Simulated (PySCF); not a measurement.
# How methods differ on the ionisation energy of Ga⁺

Ga⁺ [Ar] 3d10 4s2 (1S) → Ga²⁺ [Ar] 3d10 4s1 (2S), as a difference of total energies. All numbers are calculated (PySCF 2.14, scalar relativity by spin-free X2C-1e, in jorge-DZP-DKH (8s6p2d1f, 43 functions)). Correlated levels: valence: [Ar] 3d10 frozen. The calculations carry no spin-orbit coupling.

```
           method  ionisation energy (eV)  error (eV)
              UHF                  18.656      -1.859
             MN15                  20.158      -0.357
            M06-L                  20.280      -0.235
    MP2 (valence)                  19.249      -1.266
SCS-MP2 (valence)                  19.367      -1.148
   CCSD (valence)                  19.558      -0.957
```

Reference: 20.515 eV (measured; NIST Atomic Spectra Database, ionization energies).

Errors of the correlated levels include the incompleteness of this basis and the frozen core.

With two correlated electrons CCSD is exact in that space.
